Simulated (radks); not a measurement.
Problem. The table gives one normalised radial function P(r) = r R(r) of Ta13+ in [Kr] 4d10 4f12 5s2 (r in bohr). All-electron calculation, non-relativistic Kohn-Sham, LDA (Slater exchange, Perdew-Wang correlation), spin-unpolarised, spherical densities, point nucleus; relativity is left out, which matters for an element this heavy. Program: a radial shooting solver on a logarithmic mesh with Libxc functionals.

r,P
0.001875,0.0001
0.002888,0.0004
0.004413,0.0014
0.006798,0.0048
0.01039,0.0156
0.016,0.0499
0.02445,0.1462
0.03766,0.3954
0.05801,0.9204
0.08864,1.7067
0.1365,2.3506
0.2086,2.0973
0.3214,1.0108
0.4911,0.2119
0.7564,0.0129
1.165,0.0001
1.78,0.0000
2.743,0.0000
4.191,0.0000

Which n and l does it have? It may be an empty orbital.

Solution. n = 3, l = 2: the number of nodes gives n - l - 1 = 0, the rise at small r (about r^(l+1)) gives l, and the extent must fit the shell. The curve is that of 3d. 3d: eigenvalue -2000.0 eV, 0 radial nodes, <r> = 0.187 bohr, 90 % of the charge inside 0.290 bohr.
